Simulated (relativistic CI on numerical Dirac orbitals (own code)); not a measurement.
# What each ingredient does to the levels of In3+

Base calculation: Dirac-Coulomb-Breit CI, separate exchange-only KLI orbitals for each configuration, model QED, valence Slater integrals scaled by 0.85, P86 correlation energy added to each configuration.

CI space (outside the closed core [Kr]): 4d10, 4d9.5s, 4d9.4f, 4d9.5p, 4d9.5d, 4d9.6s, 4d9.6p, 4d9.6d, 4d9.5f, 4d9.5g, 4d9.6f, 4d9.6g. Double excitations out of closed p, d and f shells are left out; levels of such configurations are missing from the list, as are those of other unlisted configurations, and high levels can miss mixing partners.

Variants: (1) Slater integrals left unscaled; (2) self-excluded LDA correlation estimate; (3) configuration mixing switched off; (4) non-relativistic limit. Shifts of the energy above 4d10 1S_0, in cm⁻¹, for the lowest level and the first level of each name with at least 55 % of one term (blank where a level changes its place among those of its configuration and J or its character, or is not in the variant):

```
       Level      Base    Δ(1)     Δ(2)    Δ(3)      Δ(4)  Measured
   4d10 1S_0       0.0     0.0      0.0     0.0       0.0       0.0
 4d9.5s 3D_3  133532.2  -289.9   -312.0   +47.5  +19979.6  128641.4
 4d9.5s 3D_2  135793.3   -61.8   -311.5   +61.0  +17718.6  130879.2
 4d9.5s 3D_1  140430.8  -256.3   -312.0   +48.0  +13081.1  135791.4
 4d9.5s 1D_2  143613.7  +510.3   -310.5   +82.7  +14630.4  138662.1
4d9.5p 3P°_2  197259.4  -953.2    +62.5    +6.5  +13546.0  193894.2
4d9.5p 3F°_3  200182.3  -284.5    +62.4   +23.7  +13869.2  196599.7
4d9.5p 3P°_1  203460.9  -831.6    +62.5   +10.0   +7344.5  200553.1
4d9.5p 3F°_4  203896.8  -382.3    +61.5   +15.3  +10154.8  201051.4
4d9.5p 3F°_2  205214.8  -395.4    +61.9   +27.7   +8836.8  202024.6
4d9.5p 3P°_0  207562.8  -912.7    +62.4    +1.6   +3242.6  204947.6
4d9.5p 1D°_2  208784.5  +515.7    +64.4   +44.5  +11115.7  205252.2
4d9.5p 3D°_3  209009.1  +490.0    +63.8   +24.0            205848.9
4d9.5p 1P°_1  212077.1  +802.4    +68.0  +461.9            208598.5
4d9.5p 3D°_1  214525.6  +594.2    +64.7   +76.7            211546.8
4d9.5p 3D°_2  215737.1  +627.7    +64.2   +35.0   +4163.1  212679.6
 4d9.5d 3S_1  285334.2  -817.8  +2357.8   +56.9   +7731.7  285946.9
 4d9.5d 3G_5  288510.3  -274.3  +2355.6   -48.9   +8515.0  289432.9
 4d9.5d 3P_2  288748.8  -157.3  +2355.2   -81.2   +8523.5  288732.1
 4d9.5d 3D_3  289911.7   +34.5  +2355.0  -104.8            290845.9
 4d9.5d 3F_4  291135.0  +164.2  +2355.7   -46.2            292221.8
 4d9.5d 3P_0  292075.6  -126.7  +2357.4   +27.4   +5196.7  292068.6
```

For a near-neutral ion this model can misplace configurations by up to about 10,000 cm⁻¹ (more where the count of f electrons changes) and terms by 10 to 25 % of their spread. Rates follow the energies as ν³ (E1, M1) or ν⁵ (E2), so they and the lifetimes can be off by large factors. The fine structure of a lone outer electron comes out too small, for d and f at times inverted, and misplaced configurations move strength between like terms. 42 of the 69 excited levels that our extract of the measured tables holds in this range could be paired (the sources list more); they are missed by 2483 cm⁻¹ on average and 4952 at most, and levels without a partner can miss by more.

Measured levels: measured levels as listed in Gamrath, thesis, University of Mons (2023).

Ionisation energy from the two ground configurations alone: base 55.77 eV; self-excluded LDA correlation estimate 56.12 eV. The NIST ASD value (measured) is 55.45 eV.

LS names give the leading component of a level, which can be under half, so a name can repeat, a term be missing and a line seem to break the LS rules.
